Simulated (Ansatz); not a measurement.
## Worked example: a bond strength in CH3BClFO (methoxychlorofluoroborane)

CH3BClFO has 8 atoms, charge 0, and is taken as a singlet. As SMILES, `COB(F)Cl`. The shape was relaxed beforehand at B3LYP/def2-SVP. This is one conformer, not always the lowest.

```xyz
8

C     0.6661   -0.4195    0.8075
O    -0.1212   -0.6391   -0.3486
B    -0.7908    0.2684   -1.0619
F    -1.4706   -0.1377   -2.1217
Cl   -0.8253    2.0038   -0.6699
H     1.7127   -0.6776    0.5832
H     0.3069   -1.0817    1.6098
H     0.6143    0.6263    1.1457
```

Wanted: the dissociation energy of the B3–O2 bond into doublet BClF and doublet CH3O (shapes relaxed at B3LYP/def2-SVP, no zero-point term). 1 Eh = 2625.50 kJ/mol = 27.2114 eV. Totals in Eh; open shells run unrestricted unless said.

```
                               level  program     CH3BClFO  doublet BClF  doublet CH3O
                        PBE/def2-SVP   Ansatz  -699.392862   -584.347846   -114.822653
                    wB97M-V/def2-SVP   Ansatz  -699.752662   -584.611464   -114.904170
MP2/def2-SVP, 9 core orbitals frozen   Ansatz  -698.646361   -583.790606   -114.617862
```

Question: Work out the dissociation energy at each level.

Answer: 
1. PBE/def2-SVP: (-584.347846) + (-114.822653) − (-699.392862) = 0.222363 Eh = 583.8 kJ/mol = 6.05 eV.
2. wB97M-V/def2-SVP: (-584.611464) + (-114.904170) − (-699.752662) = 0.237028 Eh = 622.3 kJ/mol = 6.45 eV.
3. MP2/def2-SVP: (-583.790606) + (-114.617862) − (-698.646361) = 0.237893 Eh = 624.6 kJ/mol = 6.47 eV.

The levels span 584 to 625 kJ/mol; no measured value is set beside them. A bond enthalpy at 298 K also holds the loss of zero-point energy and thermal terms.
